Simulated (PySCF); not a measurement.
BF, charge +1, multiplicity 2. Atoms are numbered in the order given.

```xyz
2

B      0.0000     0.0000    -0.7810
F      0.0000     0.0000     0.4339
```
Charge +1, spin multiplicity 2.

Coordinates come from a B3LYP-D3(BJ)/def2-TZVPD optimisation.

Computed with r2SCAN/def2-TZVPD run with PySCF.

Mulliken values depend strongly on the basis, most of all with diffuse functions as here. Atomic charges (e):

```tsv
atom	Mulliken	meta-Löwdin	Mulliken spin
B1	0.88	(withheld)	1.01
F2	0.12	(withheld)	-0.01
```

Complete the blanks. (The exact figures need the calculation; the answer reports its results.)


- B1, meta-Löwdin: 1.01
- F2, meta-Löwdin: -0.01
